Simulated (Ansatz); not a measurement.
Species: H2BO, charge 0, doublet. H2BO (SMILES [BH]O, doublet).
B3LYP-D3(BJ)/def2-TZVP minimum from Ansatz (a quantum-chemistry and plane-wave program):
```xyz
4

B     -0.4730    -0.6229     0.1195
H     -1.3395    -0.8031    -0.6929
O      0.4179     0.3657     0.0926
H      0.3614     0.9919    -0.6451
```
Charge 0, spin multiplicity 2.

Total energies in hartree (Ansatz). Open shells are spin-unrestricted; no spin-orbit coupling. Correlated methods leave the cores frozen. No relativity. Where a partner has so few electrons that a lower coupled-cluster level is exact, that level stands in.

```csv
species,HF/cc-pVTZ,CCSD(T)/cc-pVTZ,HF/cc-pVQZ,CCSD(T)/cc-pVQZ,CCSDT(Q)/cc-pVTZ
"1: H2BO (SMILES O[BH], doublet)",-100.72714,-101.07275,-100.73513,-101.10352,-101.07366
2: B (doublet),-24.53207,-24.59810,-24.53297,-24.60084,-24.59852
3: H (doublet),-0.49981,-0.49981,-0.49995,-0.49995,-0.49981
4: O (triplet),-74.81176,-74.97396,-74.81729,-74.99357,-74.97430
```

Q: Work out the atomisation energy (electronic, to ground-state atoms) in kcal/mol: take Hartree-Fock from cc-pVQZ, extrapolate the CCSD(T) correlation energy as X^-3 (X = 3, 4), and add CCSDT(Q) - CCSD(T) in cc-pVTZ. 1 hartree = 627.51 kcal/mol.

A: 
Species 1: correlation (64·(-0.36839) - 27·(-0.34561))/37 = -0.38501; step -0.00091; E1 = -100.73513 + (-0.38501) + (-0.00091) = -101.12105
Species 2: correlation (64·(-0.06787) - 27·(-0.06603))/37 = -0.06921; step -0.00042; E2 = -24.53297 + (-0.06921) + (-0.00042) = -24.60260
Species 3: correlation (64·(0.00000) - 27·(0.00000))/37 = 0.00000; step +0.00000; E3 = -0.49995 + (0.00000) + (+0.00000) = -0.49995
Species 4: correlation (64·(-0.17628) - 27·(-0.16220))/37 = -0.18655; step -0.00034; E4 = -74.81729 + (-0.18655) + (-0.00034) = -75.00418
-1·E1 +1·E2 +2·E3 +1·E4 = 0.51437 hartree = 322.8 kcal/mol.
